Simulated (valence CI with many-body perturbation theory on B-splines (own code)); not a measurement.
Results of a calculation; reference values are marked as such.
# Ladder of approximations for Cu⁶⁺

Method: valence CI with perturbative core correlation (CI+MBPT): five valence electrons over a frozen Dirac-Fock core [Ar], a basis of 7 s, 7 p, 8 d, 6 f, 4 g, 1 h functions for each j, with the one-electron correlation potential Σ1, the two-electron term Σ2, the three-electron term Σ3, Breit, model QED; selected CI, second order for the rest, scaled by the run's own slope (own B-spline code, finite nucleus).

Set against measurement, 36 paired levels are off by 876 cm⁻¹ on average, the worst by 2342. These come from a selection out of Gamrath, thesis, University of Mons (2023). Levels without a partner in it may be off by more, other configurations by 1,000 to 8,000 cm⁻¹. Among the levels kept, up to 1700 cm⁻¹ of a level comes from second order outside the variational space, and about a tenth of that is noise between levels of different J, which matters for small intervals. The list stops below the first excitations out of the core. Only levels of the ground parity were solved; by the run's estimate the other parity begins above the list, which can be wrong where configurations are misplaced.

Each rung adds one term. CI alone is the Dirac-Coulomb CI over the frozen core; QED comes last and gives the full result, which names the levels. Energies are above 3d⁵ ⁶S_5/2 on the same rung, in cm⁻¹.

Names give the largest LS component (configuration and term), which can be under half, so a name can repeat, a term be missing and a line seem to break the LS rules; names also repeat where a configuration has a term twice. Letters in brackets count levels of one name in rising energy.

```
         Level  CI alone     Σ1     Σ2     Σ3  Breit   QED    Full
   3d⁵ ⁴G_11/2     47144   +420  -1512   -538   -252  +2.2   45264
    3d⁵ ⁴G_5/2     46934   +406  -1527   -532    +47  +1.4   45329
    3d⁵ ⁴G_9/2     47140   +424  -1497   -535   -144  +2.5   45391
    3d⁵ ⁴G_7/2     47058   +418  -1515   -531    -38  +2.0   45394
    3d⁵ ⁴P_5/2     51548   +409   -478   -972   +142  -2.8   50647
    3d⁵ ⁴P_3/2     51800   +432   -345  -1012   +114  -0.6   50988
    3d⁵ ⁴P_1/2     52076   +455   -162  -1072    +66  +1.2   51364
    3d⁵ ⁴D_7/2     57166   +499  -2232   -205    -53  +2.1   55176
    3d⁵ ⁴D_1/2     57436   +525  -2074   -264    +32  +4.2   55659
    3d⁵ ⁴D_3/2     57618   +542  -1893   -326    -44  +6.1   55903
    3d⁵ ⁴D_5/2     57647   +543  -1813   -363   -112  +7.2   55908
   3d⁵ ²I_11/2     68016   +595  -1918  -1096   -166  +2.1   65433
   3d⁵ ²I_13/2     68305   +620  -1894  -1090   -369  +3.7   65576
3d⁵ ²D_5/2 [a]     72273   +556  -1228  -1389   +167  -2.9   70377
3d⁵ ²D_3/2 [a]     73653   +622  -1250  -1322    +49  +1.8   71753
3d⁵ ²F_7/2 [a]     75676   +673  -1397  -1193    -43  +2.1   73718
    3d⁵ ⁴F_9/2     76411   +665  -1460   -352   -102  +2.4   75163
    3d⁵ ⁴F_5/2     76482   +690  -1417   -483    +18  +3.8   75294
    3d⁵ ⁴F_7/2     76604   +698   -751   -894    -60  +5.5   75602
    3d⁵ ⁴F_3/2     77175   +740  -1306   -456   -9.0  +6.9   76151
3d⁵ ²F_5/2 [a]     78109   +835   -503  -1420   -194   +16   76841
    3d⁵ ²H_9/2     81125   +701  -1408  -1155    -38  +0.4   79224
   3d⁵ ²H_11/2     82041   +775   -792  -1416   -270  +7.0   80345
3d⁵ ²G_7/2 [a]     84301   +766  -2931   -617   -131  +5.3   81394
3d⁵ ²G_9/2 [a]     85018   +822  -2289   -824   -261   +11   82476
3d⁵ ²F_5/2 [b]     90044   +806  -3444   -432    -11  +4.4   86966
3d⁵ ²F_7/2 [b]     90104   +814  -3362   -171   -126  +6.3   87266
    3d⁵ ²S_1/2     98703   +870  -4064   -104    +26  +4.8   95435
3d⁵ ²D_3/2 [b]    108530   +964  -2638   -515    +54  +5.6  106401
3d⁵ ²D_5/2 [b]    108687   +982  -2588   -498    -45  +6.8  106544
3d⁵ ²G_9/2 [b]    120594  +1077  -3173   -160   -128  +6.4  118215
```

The middle columns are the shifts that each term adds.

**Question.** How does the ionisation energy move along the ladder, and which term matters most?

**Answer.** CI alone 130.99, + Σ1 132.73, + Σ2 137.61, + Σ3 137.61, + Breit 137.64, + QED 137.64 eV. The largest step is Σ2, 4.88 eV. NIST lists 139 ± 1.2 eV (semi-empirical).
